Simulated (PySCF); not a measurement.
Cl5Nb (SMILES [Cl][Nb]([Cl])([Cl])([Cl])[Cl]), singlet, at a GFN2-xTB geometry (such geometries of metal compounds can be far from the true shape) (core potentials on Nb). Base run: PySCF with PBE0/def2-SV(P).

Here is a job for PySCF.
```python
from pyscf import gto, scf, dft

mol = gto.M(
    atom='''
Nb    0.00000000    0.00000000    0.00000000
Cl    1.85789039   -0.39583951   -1.21898392
Cl    0.99260993   -0.98374584    1.83231779
Cl   -0.99260993    0.98374584   -1.83231779
Cl   -1.65217834   -1.53614236    0.07029074
Cl   -0.20571205    1.93198187    1.14869318
''',
    basis='def2-sv(p)',
    ecp={'Nb': 'def2-sv(p)'},
    verbose=3,
)

mf = dft.RKS(mol)
mf.xc = 'pbe0'
mf.kernel()
mo_i, mo_e, stable_i, stable_e = mf.stability(internal=True, external=True, return_status=True, nroots=6, tol=1e-6)
print('internally stable:', stable_i, ' externally stable:', stable_e)
if not stable_e:
    umf = mf.to_uhf() if not hasattr(mf, 'xc') else mf.to_uks()
    umf.scf_summary = {}
    umf.kernel(umf.make_rdm1(mo_e, umf.mo_occ))
```

The bond that is stretched is that between atoms 2 and 1. A test that says stable can miss a lower solution.

Variants of this job, named by their change:

```
change       ΔE vs base (eV)  <S^2>  E after following the instability (Eh)  <S^2> there  HOMO-LUMO gap (eV)   stability test says        outcome
-----------  ---------------  -----  --------------------------------------  -----------  ------------------  --------------------  -------------
base                    0.00  0.000                                       -            -                4.83                stable      converged
bond × 1.25             1.14  0.000                                       -            -                3.51                stable      converged
bond × 1.5              2.77  0.000                             -2356.64472         0.21                2.30  external instability      converged
bond × 1.8              4.04  0.000                             -2356.61494         0.74                1.46  external instability      converged
bond × 2.2                 -      -                                       -            -                   -                     -  not converged
```

Where a bond breaks into two radicals, a solution with restricted orbitals usually stops being the lowest and lies too high; an unrestricted one lies lower at the price of spin contamination, which <S^2> shows.
